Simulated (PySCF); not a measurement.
## Dipole moment and polarisability of phenanthrene

Phenanthrene, C14H10.
Structure used (PBE0-D3(BJ)/def2-SVP), in Å, numbered top down from 1:
```
atom  x, y, z in Å
C1    -3.101   -0.500    0.325
C2    -2.254   -1.619    0.260
C3    -0.888   -1.454    0.135
C4    -0.304   -0.171    0.068
C5    -1.166    0.960    0.134
C6    -2.559    0.767    0.262
C7    -0.613    2.280    0.071
C8     0.727    2.473   -0.052
C9     1.633    1.366   -0.122
C10    3.024    1.579   -0.250
C11    3.903    0.518   -0.318
C12    3.409   -0.796   -0.260
C13    2.053   -1.028   -0.136
C14    1.128    0.037   -0.063
H15   -4.181   -0.634    0.424
H16   -2.676   -2.626    0.310
H17   -0.255   -2.341    0.087
H18   -3.206    1.647    0.312
H19   -1.295    3.132    0.123
H20    1.139    3.484   -0.100
H21    3.393    2.607   -0.294
H22    4.976    0.697   -0.417
H23    4.100   -1.641   -0.314
H24    1.698   -2.058   -0.094
```

Level: CAM-B3LYP/def2-SVPD (PySCF), static field, nuclei fixed, core orbitals frozen in the response. The polarisability tensor in these axes (au):

```
x   244.65  10.53 -14.82
y    10.53 173.84  -1.92
z   -14.82  -1.92  83.11
```

Question: What are the eigenvalues, a third of the trace, and Δα (Δα² = ½Σ(αi − αj)² over the three pairs)?

Answer: Principal values 81.75, 172.31 and 247.54 au; mean 167.20 au = 24.78 Å³ = 27.57 × 10⁻⁴⁰ C²·m²/J; Δα = 143.78 au (86 % of the mean).

Question: What is the dipole moment?

Answer: 0.01 D at this geometry.

Question: Directions of the eigenvectors, and the extent of the frame along each?

Answer: Largest value along (0.99, 0.14, -0.09), where the nuclei span 9.29 Å; middle along (-0.14, 0.99, 0.00), 5.57 Å; least along (0.09, 0.01, 1.00), 0.00 Å. The response follows the extents in order.

Question: Refractivity n − 1 of an ideal gas of it at 298.15 K and 1 atm, from the electronic α?

Answer: N = p/kT = 2.4615 × 10¹⁹ cm⁻³, so n − 1 = 2π × N × 24.78 × 10⁻²⁴ cm³ = 3832 × 10⁻⁶ at long wavelengths.

Question: Traceless (Buckingham) quadrupole moment about the centre of nuclear charge: eigenvalues?

Answer: -16.20, 7.99, 8.20 D·Å. The electronic extent ⟨r²⟩ about the same centre is 2620 bohr², a root-mean-square distance of 2.79 Å for the 94 electrons.

Question: Rayleigh depolarisation ratio (linearly polarised light, static tensor)?

Answer: ρ = 3Δα²/(45ᾱ² + 4Δα²) = 62016.1/(1258021 + 82688.1) = 0.0463.

Question: Form Σ f/ω² (atomic units) for the 10 lowest TDDFT singlets, given as eV and f, and set it beside the mean polarisability, which is this sum over all singlets: 4.23, 0.0014; 4.51, 0.0672; 5.21, 0.1648; 5.25, 0.7281; 5.41, 0.3093; 5.77, 0.0921; 6.07, 0.0875; 6.37, 0.4671; 6.38, 0.0038; 6.59, 0.0493.

Answer: They add up to 47.61 au, 28.5 % of the 167.20 au; the largest single term is 19.55 au, from the state at 5.25 eV. Terms in order: 0.06, 2.44, 4.49, 19.55, 7.83, 2.05, 1.76, 8.53, 0.07, 0.84 au. Higher excitations give the rest. The strengths listed sum to 1.971.

Geometry: PBE0-D3(BJ)/def2-SVP; no solvent, vibrations or thermal averaging.
